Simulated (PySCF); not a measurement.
## Worked example: oscillator strength and radiative lifetime

C2H8ClNSi, SMILES C[C@H](N)[SiH2]Cl.

Geometry optimised at B3LYP-D3(BJ)/def2-SVP. The structure was generated by enumeration; whether it is a known compound was not checked. One conformer was computed; it need not be the lowest.

TDA-PBE/def2-SVPD (PySCF) puts the first singlet state with f over 0.02 at 6.90 eV (vertical), with the transition dipole (0.128, 0.020, 0.635) in atomic units.

Question: Find the oscillator strength, the wavelength and the radiative lifetime that this transition would have in vacuum if emission retraced absorption.

Answer: 
|μ|² = 0.4200 au, so |μ| = 1.65 D. ΔE = 6.90/27.211 = 0.2536 hartree. f = (2/3) ΔE |μ|² = 0.071 (the program prints 0.071).
λ = 1239.84/6.90 = 180 nm; ν = 55652 cm⁻¹.
Einstein's coefficient A = 0.6670 ν² f s⁻¹ (ν in cm⁻¹) = 1.5e8 s⁻¹, so τ = 1/A = 6.8 ns. This state is S9; the lower singlets have f = 0.001, 0.018, 0.002, 0.020, 0.018, 0.008, 0.004, 0.006. The figure is the radiative limit of this one transition; relaxation, internal conversion, crossing to triplets and a medium change what is measured.
